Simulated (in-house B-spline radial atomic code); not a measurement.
# I⁺: [Kr] 4d10 5s2 5p3 5g1 (an excited or competing configuration)

All numbers are computed (Dirac-Hartree-Fock, average of configuration; Fermi nucleus of rms radius 4.75 fm) with an all-electron radial atomic-structure program (B-spline basis), not measured.

Screening seen three ways: the hydrogenic charge with the same mean radius, Z_r = [3n² - l(l+1)]/(2<r>), the one with the same energy, Z_e = n√(-2ε), and Slater's rules. Values are occupation-weighted means over j. An effective charge above Z reflects the relativistic contraction of the inner shells.

```tsv
shell	electrons	ε (eV)	<r> (bohr)	Z_r	Z_e	Slater
1s	2	-33380	0.02722	55.11	49.53	52.70
2s	2	-5271	0.1166	51.46	39.37	48.85
2p	6	-4732.6	0.1023	48.86	37.30	48.85
3s	2	-1121.1	0.3122	43.24	27.23	41.75
3p	6	-941.42	0.3105	40.26	24.95	41.75
3d	10	-669.46	0.2877	36.50	21.04	31.85
4s	2	-229.37	0.7407	32.40	16.42	25.25
4p	6	-170.25	0.7926	29.02	14.15	25.25
4d	10	-80.752	0.9162	22.92	9.74	13.85
5s	2	-39.221	1.91	19.64	8.49	8.30
5p	3	-26.749	2.226	16.40	7.01	8.30
5g	1	-2.1774	13.74	2.00	2.00	-
```

The least bound orbital is 5g7/2 at -2.177 eV, and it is also the most diffuse (<r> = 13.74 bohr).

Spin-orbit splittings of the orbital energies (j = l + 1/2 above j = l - 1/2 when positive): 2p 299.9 eV, 3p 57.97 eV, 3d 12.01 eV, 4p 11.39 eV, 4d 1.829 eV, 5p 1.308 eV, 5g -8.699e-06 eV.

For the 1s electron the small component carries 3.81 % of the norm, the zero-frequency Breit interaction raises the level by 81.77 eV, self-energy by 46.84 eV, and vacuum polarisation lowers it by 6.463 eV.

The density falls to 0.001 bohr⁻³ at 3.94 bohr; Σ<r²> = 248.25 bohr² gives, by the non-relativistic formula and without the paramagnetism of open shells, a Langevin diamagnetic susceptibility of -196.6×10⁻⁶ cm³/mol.
